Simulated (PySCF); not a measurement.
NaPb from Hartree–Fock to correlated methods

State: ⁴Σ⁻ (quartet), unpaired electrons σ ↑, π ↑↑. Set-up: basis Na aug-cc-pVDZ, Pb aug-cc-pVDZ-PP with ECP60; scalar-relativistic core potentials; PySCF 2.14. De refers to Na + Pb in their high-spin ground configurations, without counterpoise correction. The functionals are run spin-unrestricted. A positive dipole means Na(−)Pb(+).

| Level | Re (Å) | ωe (cm⁻¹) | De (eV) | μ (D) |
| --- | --- | --- | --- | --- |
| UHF | 3.032 | 161 | 0.69 | -7.75 |
| UHF-MP2 | 3.003 | 169 | 1.10 | n/a |
| UHF-SCS-MP2 | 3.003 | 168 | 0.95 | n/a |
| UHF-CCSD | 3.014 | 165 | 1.07 | n/a |
| UHF-CCSD(T) | 3.015 | 166 | 1.09 | n/a |
| LDA | 2.929 | 162 | 1.31 | -5.90 |
| PBE | 3.003 | 157 | 1.07 | -5.95 |
| BP86 | 3.009 | 156 | 1.08 | -6.16 |
| r²SCAN | 2.970 | 166 | 1.22 | -6.73 |
| B3LYP | 2.999 | 156 | 0.92 | -6.12 |
| PBE0 | 2.980 | 164 | 1.06 | -6.53 |
| CAM-B3LYP | 2.952 | 165 | 0.90 | -6.60 |

The bond length runs from 2.929 Å (LDA) to 3.032 Å (UHF). De spans 0.69 eV (UHF, mean field) to 1.31 eV (LDA, local density). Correlation at CCSD(T) changes the Hartree–Fock bond energy by +0.40 eV; the triples alone change it by +0.02 eV.

Correlated steps freeze 5 core orbitals. Correlated levels converge slowly with the basis: in double zeta they bind strong bonds too weakly, by up to about 1 eV, and carry superposition errors of some tenths. These are scalar-relativistic numbers at best; spin–orbit coupling would shift them, the dissociation energy most. The state is the lowest determinant that a PBE0 search found; another state may lie lower at other levels.

The whole job (state search and all levels along the bond) took about 3.9 min on 1 thread of Oxide Virtual Turin-like (shared host), peak memory 0.81 GiB.
